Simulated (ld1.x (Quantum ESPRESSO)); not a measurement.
## palladium: excitation energies, all-electron against PAW

| Quantity | Value |
| --- | --- |
| Element | palladium (Pd) |
| Generator | ld1.x (Quantum ESPRESSO) 7.5 |
| Type | PAW |
| Functional | LDA (PZ) |
| Relativity | fully relativistic |
| Frozen core | [Kr] |
| Valence charge | 10 |
| Reference configuration | 4d10 5s0 5p0 |
| Partial waves | 5s (bound, empty): rcut 0.95, rcutus 1.20 bohr; 5s channel at 0.75 Ry: rcut 0.95, rcutus 1.20 bohr; 5p (bound, empty): rcut 3.85, rcutus 4.20 bohr; 5p channel at 0.45 Ry: rcut 3.85, rcutus 4.20 bohr; 4d (bound): rcut 1.15, rcutus 1.55 bohr; 4d channel at 0.05 Ry: rcut 1.15, rcutus 1.55 bohr; 4f channel at -0.05 Ry: rcut 3.00, rcutus 3.80 bohr; 4f channel at 1.65 Ry: rcut 3.00, rcutus 3.80 bohr |
| Local potential | all-electron potential smoothed inside 2.30 bohr (lloc = -1) |
| Core correction | Bessel-smoothed model core inside 0.95 bohr |
| Augmentation charge | BG, radius 0.75 bohr |

Open shells are filled in proportion to 2j + 1 (rel_dist='average').

Energies are relative to the spin-unpolarised reference configuration 4d10 5s0 5p0; without spin polarisation the order of configurations can differ from experiment. Not all tests gave a result: 2 of 7 tests not solved or not reliable. Left out of the table: 4d9 5s1 5p0 (solver errors, printed error -3.3 eV); 4d8 5s1 5p0 (solver errors, printed error -4.0 eV).

```csv
valence configuration,charge,ΔE all-electron (eV),error AE − PS (meV)
4d9 5s0 5p0,+1,9.393,-18
4d8 5s0 5p0,+2,30.475,-147
4d9 5s0 5p1,0,5.317,+3.2
```

Q: What are ΔE and the potential's error for 4d7 5s0 5p0?

A: ΔE = 65.067 eV all-electron; the error (AE − PS) is -548 meV.

Q: What are ΔE and the potential's error for 4d9.5 5s0 5p0?

A: ΔE = 3.372 eV all-electron; the error (AE − PS) is -2.9 meV.

Levels in the configuration 4d7 5s0 5p0:

| level | all-electron (eV) | pseudo (eV) |
| --- | --- | --- |
| 4d j=3/2 | -42.200 | -42.808 |
| 4d j=5/2 | -41.619 | -42.217 |

The ghost test of this file was not conclusive.
